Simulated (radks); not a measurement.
The numbers below are computed, except where a source is named.
How relativity changes the ionisation of the arsenic ion As+ ([Ar] 3d10 4s2 4p2) to As2+ ([Ar] 3d10 4s2 4p1). Spin-unpolarised spherical Kohn-Sham, LDA (Slater exchange, Perdew-Wang correlation), point nucleus unless stated (finite: rms radius 4.0968 fm), a radial shooting solver on a logarithmic mesh with Libxc functionals. A level marked "c x" has the speed of light scaled by that factor and shares open shells by 2j + 1; other Dirac levels either fill j = l - 1/2 first or share by 2j + 1.

level                               E(As+) (hartree)  E(As2+) (hartree)  IE (eV)   HOMO  <r> HOMO (bohr)
non-rel.                                 -2232.17811        -2231.51077   18.159     4p            2.309
scalar-rel.                              -2257.41100        -2256.74374   18.157     4p            2.302
scalar-rel., finite nucleus              -2257.39610        -2256.72883   18.157     4p            2.302
Dirac, 2j+1 shares                       -2257.53205        -2256.86463   18.161  4p3/2            2.315
Dirac, low j first                       -2257.54894        -2256.87477   18.345  4p1/2            2.281
Dirac, 2j+1 shares, finite nucleus       -2257.51713        -2256.84971   18.161  4p3/2            2.315
Dirac, c x 0.85                          -2267.66865        -2267.00117   18.163  4p3/2            2.317
Dirac, c x 1.25                          -2248.23668        -2247.56930   18.160  4p3/2            2.313
Dirac, c x 2                             -2238.38187        -2237.71452   18.160  4p3/2            2.310

NIST Atomic Spectra Database: 18.589 eV (measured). The relativistic part of the total energy of As+ is -25.34 hartree (Dirac, 2j+1 shares, finite nucleus), 1.1 % of the non-relativistic value. Spin polarisation and multiplet splitting of open shells are left out at every level.

Beside tabulated values, note that spin-unpolarised runs miss the spin-polarisation part of the exchange energy of open shells.
